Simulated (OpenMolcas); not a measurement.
# Ionisation energies of zirconium

- Program: OpenMolcas
- Basis: ANO-RCC-VTZP [7s6p4d2f1g]
- Scalar Hamiltonian: DKH2, point nucleus
- Spin-orbit coupling: state interaction with AMFI integrals over the reference wave functions, term energies averaged over their components

Active shells in each charge state: the valence d, s shells, with orbitals averaged over the low states. Where CASPT2's correlated closed shells are named, they are those of the first ion.

A. CASSCF
B. SS-CASPT2, IPEA 0.25 Eh, imaginary shift 0.1 Eh (closed shells correlated: 4s 4p)
C. MS-CASPT2, IPEA 0.25 Eh, imaginary shift 0.1 Eh (closed shells correlated: 4s 4p)
D. SS-CASPT2, IPEA 0 Eh, imaginary shift 0.1 Eh (closed shells correlated: 4s 4p)
E. MS-CASPT2, IPEA 0 Eh, imaginary shift 0.1 Eh (closed shells correlated: 4s 4p)

Energies in eV between the lowest computed levels, named as in B; reference values from the NIST Atomic Spectra Database with their kind.

| From | To | A | B | C | D | E | Spin-orbit share in B | Reference |
| --- | --- | --- | --- | --- | --- | --- | --- | --- |
| Zr 4d² 5s² ³F₂ | Zr+ 4d² 5s ⁴F_3/2 | 5.268 | 6.354 | 6.355 | 6.520 | 6.521 | -0.015 | 6.634 (measured) |
| Zr+ 4d² 5s ⁴F_3/2 | Zr2+ 4d² ³F₂ | 12.158 | 13.006 | 13.006 | 13.102 | 13.102 | -0.019 | 13.130 (measured) |

Other lowest levels: A, Zr 4d³ 5s ⁵F₁ to 4d² 5s ⁴F_3/2.

Error against the reference values, in %:

```tsv
From	Reference	A	B	C	D	E
Zr	measured	-20.6	-4.2	-4.2	-1.7	-1.7
Zr+	measured	-7.4	-0.9	-0.9	-0.2	-0.2
```

Mean absolute error over the 2 measured values: A 1.17 eV, B 0.20 eV, C 0.20 eV, D 0.07 eV, E 0.07 eV.

The lowest level within the active space need not be the ion's true ground level.
